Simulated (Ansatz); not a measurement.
A structure relaxed at r2SCAN-D4/def2-SVP in Ansatz, charge 0, singlet:

```xyz
7

Cu   -1.306   -0.486    0.566
Cu    0.586   -1.985    0.112
Cu    0.969    0.390    0.874
Cu    0.130    0.031   -1.358
S     2.138   -0.716   -0.693
S    -1.681    1.204   -0.874
S    -0.837    1.563    1.374
```

Question: Give its formula and point group.

Answer: Cu₄S₃. Point group Cs (tolerance 0.1 Å).

Question: Summarise the bond lengths by kind (pairs closer than 1.2 times the sum of covalent radii, bridged metal pairs left out).

Answer: 7 × Cu–S 2.16 to 2.25 Å; 1 × Cu–Cu 2.46 Å; 1 × S–S 2.43 Å.

The restricted singlet is unstable towards broken spin symmetry in Hartree–Fock (as tested in another run); at r2SCAN-D4/def2-SVP this wasn't settled. Another isomer (singlet) lies 0.03 eV lower at PBE0-D4/def2-TZVP; other spin states weren't run for this one.
